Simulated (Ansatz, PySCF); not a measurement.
Bond stretch in BBr₃, SMILES BrB(Br)Br. The B1–Br4 bond (B1 also carries Br, Br; Br4 carries nothing else) is stretched with both fragments frozen at the PBE0/def2-TZVP optimised geometry.

Levels of theory: UHF/STO-3G = unrestricted Hartree-Fock/STO-3G run with PySCF; UCCSD(T) = CCSD(T) on UHF/cc-pVDZ, cores with 3d frozen (Ansatz, a program for electronic structure).

Energies relative to the lowest point of each curve near equilibrium, in kJ/mol:

| R / Å | UHF/STO-3G |
|---|---|
| 1.56 | 216.4 |
| 1.65 | 98.3 |
| 1.76 | 23.3 |
| 1.86 | 0.4 |
| 2.01 | 17.5 |
| 2.13 | 58.5 |
| 2.27 | 123.8 |
| 2.53 | 262.7 |
| 3.50 | 394.7 |
| 3.97 | 398.5 |
| 4.64 | 398.5 |
| 5.55 | 398.7 |

**Question.** What does UCCSD(T) give at the same points?

**Answer.** 1.56: 226.6; 1.65: 108.8; 1.76: 31.7; 1.86: 3.5; 2.01: 5.8; 2.13: 29.3; 2.27: 68.1; 2.53: 149.3; 3.50: 369.9; 3.97: 391.8; 4.64: 398.7; 5.55: 400.9 (kJ/mol).

The unrestricted determinant behind UHF/STO-3G is spin-contaminated at 2.53 to 5.55 Å (<S²> up to 1.0, against 0.00 for a pure singlet). The unrestricted determinant behind UCCSD(T) is spin-contaminated at 2.77 to 5.55 Å (<S²> up to 1.0, against 0.00 for a pure singlet).
